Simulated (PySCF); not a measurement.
A calculated (PBE0, PySCF 2.14, 6-31G*, no relativity, point nucleus) atom or ion has these occupied shells.

```json
{"shell": "1s α", "electrons": "1", "orbital energy (eV)": "-10895.4", "rms radius, mean of both spins (bohr)": "0.0554"}
{"shell": "1s β", "electrons": "1", "orbital energy (eV)": "-10895.3", "rms radius, mean of both spins (bohr)": "0.0554"}
{"shell": "2s α", "electrons": "1", "orbital energy (eV)": "-1394.0", "rms radius, mean of both spins (bohr)": "0.231"}
{"shell": "2s β", "electrons": "1", "orbital energy (eV)": "-1393.9", "rms radius, mean of both spins (bohr)": "0.231"}
{"shell": "2p α", "electrons": "3", "orbital energy (eV)": "-1243.9", "rms radius, mean of both spins (bohr)": "0.205"}
{"shell": "2p β", "electrons": "3", "orbital energy (eV)": "-1243.9", "rms radius, mean of both spins (bohr)": "0.205"}
{"shell": "3s α", "electrons": "1", "orbital energy (eV)": "-206.50", "rms radius, mean of both spins (bohr)": "0.679"}
{"shell": "3s β", "electrons": "1", "orbital energy (eV)": "-206.28", "rms radius, mean of both spins (bohr)": "0.679"}
{"shell": "3p α", "electrons": "3", "orbital energy (eV)": "-156.19", "rms radius, mean of both spins (bohr)": "0.705"}
{"shell": "3p β", "electrons": "3", "orbital energy (eV)": "-156.05", "rms radius, mean of both spins (bohr)": "0.705"}
{"shell": "3d α", "electrons": "5", "orbital energy (eV)": "-68.300", "rms radius, mean of both spins (bohr)": "0.810"}
{"shell": "3d β", "electrons": "5", "orbital energy (eV)": "-68.084", "rms radius, mean of both spins (bohr)": "0.810"}
{"shell": "4s α", "electrons": "1", "orbital energy (eV)": "-41.568", "rms radius, mean of both spins (bohr)": "2.08"}
```

Q: Name the element and its charge.

A: Ge³⁺ (germanium, charge +3), in [Ar] 3d10 4s1, 2S determinant.
